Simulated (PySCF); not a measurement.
Species: C4H11PSi.
SMILES with atom numbers: `[CH3:1][CH2:2][C@@H:3]1[CH2:4][P:5]1[SiH3:6]` (hydrogens: H7, H8, H9 on C1; H10, H11 on C2; H12 on C3; H13, H14 on C4; H15, H16, H17 on Si6)

Structure used (GFN2-xTB), in Å, numbered top down from 1:
```xyz
17
C4H11PSi angstrom
C     -1.6644    1.1000   -0.7591
C     -1.1392    0.2403    0.3842
C     -0.5334   -1.0458   -0.1207
C      0.4385   -1.8240    0.7090
P      1.1674   -1.1603   -0.8588
Si     2.2091    0.6780   -0.1041
H     -2.0785    2.0317   -0.3812
H     -2.4434    0.5715   -1.3043
H     -0.8593    1.3302   -1.4543
H     -0.3981    0.8026    0.9575
H     -1.9643   -0.0097    1.0601
H     -1.2501   -1.6552   -0.6689
H      0.3137   -2.8988    0.7576
H      0.7684   -1.3865    1.6423
H      2.3122    0.7267    1.3602
H      1.5623    1.9131   -0.5538
H      3.5521    0.5982   -0.6757
```

Level of theory: PySCF, TDDFT CAM-B3LYP/def2-SVPD, vertical, gas phase, core orbitals frozen in the response.

Transition dipole moments from the ground state, in atomic units and in the frame of the coordinates above (overall signs are arbitrary), for the states with f of 0.002 or more among the lowest 7:

| state | E (eV) | μx | μy | μz |
| --- | --- | --- | --- | --- |
| S1 | 5.372 | 0.178 | -0.143 | 0.077 |
| S2 | 6.363 | 0.113 | 0.427 | 0.399 |
| S3 | 6.681 | 0.026 | 0.506 | 0.330 |
| S4 | 6.781 | 0.755 | 0.747 | -0.024 |
| S5 | 6.869 | -0.221 | -0.134 | 0.179 |
| S6 | 6.945 | 0.438 | 0.218 | -0.178 |
| S7 | 7.260 | -0.004 | 0.357 | -0.184 |

**Question.** Work out the oscillator strengths.

**Answer.** f = (2/3) ΔE |μ|² with ΔE in hartree (27.2114 eV).

```tsv
state	|μ|² (au)	|μ| (D)	f
S1	0.058	0.61	0.008
S2	0.354	1.51	0.055
S3	0.365	1.54	0.060
S4	1.129	2.70	0.188
S5	0.099	0.80	0.017
S6	0.271	1.32	0.046
S7	0.161	1.02	0.029
```

**Question.** Which bond between heavy atoms lies closest to the direction of the S4 transition dipole?

**Answer.** P5–Si6, at 26° from it; next C3–P5 at 52°.

**Question.** What angle do the transition dipoles of S3 and S5 make?

**Answer.** |cos θ| = |μa·μb| / (|μa| |μb|) = 0.08, so θ ≈ 86° (taken between 0 and 90°, since the signs are arbitrary).

**Question.** How is the summed strength of these states shared among x, y and z?

**Answer.** (2/3) Σ ΔE μα² gives 0.142 for x, 0.199 for y and 0.060 for z, 0.402 in all.

**Question.** What peak molar absorption coefficient would the strongest computed level give as a lone Gaussian band 0.4 eV wide at half height?

**Answer.** ε(max) = 2.175×10⁸ f / FWHM, with the width in cm⁻¹. S4: 2.175×10⁸ × 0.1875 / 3226 ≈ 13000 L mol⁻¹ cm⁻¹.

Hardware: one thread of an Arm Neoverse V2, no GPU, on a shared host. Cost: 40 s of wall time.

One conformer stands for the species.

Without π bonds the low states may be Rydberg-like; a valence basis with one diffuse set may place them up to an eV too high.
